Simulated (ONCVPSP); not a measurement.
# Configuration tests for Cs (Z = 55) (ONCV)

* Element: Cs (Z = 55)
* Generator: ONCVPSP 4.0.1
* Type: optimised norm-conserving Vanderbilt (ONCV)
* Functional: revPBE
* Relativity: scalar-relativistic
* Frozen core: [Kr] 4d10
* Valence charge: 9
* Reference configuration: 5s2 5p6 6s1
* Partial waves: 5s+6s: rc 2.55 bohr, ncon 3, nbas 6, qcut 4.9 1/bohr, 2 projectors; 5p: rc 2.70 bohr, ncon 3, nbas 7, qcut 5 1/bohr, 2 projectors, debl 2.1 Ha; d scattering state at 0.28 Ha: rc 2.25 bohr, ncon 3, nbas 6, qcut 3.9 1/bohr, 2 projectors, debl 2.4 Ha
* Local potential: polynomial inside 1.70 bohr (lpopt 5, dvloc0 2 Ha)
* Core correction: Teter function, fcfact 3.75, rcfact 1.65

Energies are relative to the spin-unpolarised reference configuration 5s2 5p6 6s1; without spin polarisation the order of configurations can differ from experiment.

```tsv
valence configuration	charge	ΔE all-electron (eV)	error AE − PS (meV)
5s2 5p6 6s0	+1	3.799	-2.1
5s2 5p6 6s0.5	+0.5	1.431	-0.3
5s2 5p6 6s0 6p1	0	1.307	-0.9
5s2 5p5 6s1	+1	17.860	-42
```

Levels in the configuration 5s2 5p5 6s1:

```json
{"level": "5s", "all-electron (eV)": "-36.172", "pseudo (eV)": "-36.256"}
{"level": "5p", "all-electron (eV)": "-22.432", "pseudo (eV)": "-22.513"}
{"level": "6s", "all-electron (eV)": "-7.250", "pseudo (eV)": "-7.251"}
```

Note: no bound ghost flagged; GHOST(+) flagged for s at 91.4 eV.
